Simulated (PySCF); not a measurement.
## Electron correlation in Al (aluminium, neutral)

[Ne] 3s2 3p1, 2P determinant. Computed with PySCF 2.14 in x2c-TZVPall (5s5p2d1f, 37 functions), with scalar relativity by spin-free X2C-1e. Frozen: [Ne]; 3 electrons correlated.

MP2 pair energies summed by pair of shells (mhartree):

| pair | energy | share (%) |
| --- | --- | --- |
| 3s-3s | -20.01 | 57.3 |
| 3s-3p | -14.90 | 42.7 |

Total MP2 correlation energy: -34.92 mhartree.

Same-spin part -2.46 and opposite-spin part -32.46 mhartree; SCS-MP2 scales them by 1/3 and 6/5 to -39.77 mhartree.

| level | correlation energy (mhartree) |
| --- | --- |
| CCSD | -50.29 |
| (T) | -1.10 |
| CCSD(T) | -51.39 |

Diagnostics: T1 = 0.018, D1 = 0.0401, largest double amplitude 0.101.

Cost of the coupled-cluster step: 0.37 s of wall time on 1 thread of Neoverse-V1 (shared host), for 3 correlated electrons.

Iterations:

```
CC2 = 0
CCSD nocc = (np.int64(2), np.int64(1)), nmo = (32, 32)
frozen orbitals [[0, 1, 2, 3, 4], [0, 1, 2, 3, 4]]
max_cycle = 100
direct = 0
conv_tol = 1e-08
conv_tol_normt = 1e-06
diis_space = 8
diis_start_cycle = 0
Init t2, MP2 energy = -0.0349174234983636
Init E_corr(UCCSD) = -0.0349174235068215
cycle = 1  E_corr(UCCSD) = -0.0441990254531536  dE = -0.00928160195  norm(t1,t2) = 0.0606054
cycle = 2  E_corr(UCCSD) = -0.047521123493288  dE = -0.00332209804  norm(t1,t2) = 0.0279282
cycle = 3  E_corr(UCCSD) = -0.0502642234326762  dE = -0.00274309994  norm(t1,t2) = 0.0142437
cycle = 4  E_corr(UCCSD) = -0.0502580894730304  dE = 6.13395965e-06  norm(t1,t2) = 0.00226815
cycle = 5  E_corr(UCCSD) = -0.05029447964319  dE = -3.63901702e-05  norm(t1,t2) = 0.000355063
cycle = 6  E_corr(UCCSD) = -0.0502810668846197  dE = 1.34127586e-05  norm(t1,t2) = 8.10009e-05
cycle = 7  E_corr(UCCSD) = -0.0502876917601098  dE = -6.62487549e-06  norm(t1,t2) = 2.87991e-05
cycle = 8  E_corr(UCCSD) = -0.0502859636812736  dE = 1.72807884e-06  norm(t1,t2) = 9.4857e-06
cycle = 9  E_corr(UCCSD) = -0.0502858829434064  dE = 8.07378672e-08  norm(t1,t2) = 1.08213e-06
cycle = 10  E_corr(UCCSD) = -0.0502859442029615  dE = -6.12595551e-08  norm(t1,t2) = 3.87784e-07
cycle = 11  E_corr(UCCSD) = -0.0502859466067832  dE = -2.40382168e-09  norm(t1,t2) = 7.24171e-08
UCCSD converged
E(UCCSD) = -242.3603508273315  E_corr = -0.0502859466067832
UCCSD(T) correction = -0.00109848217641571
```
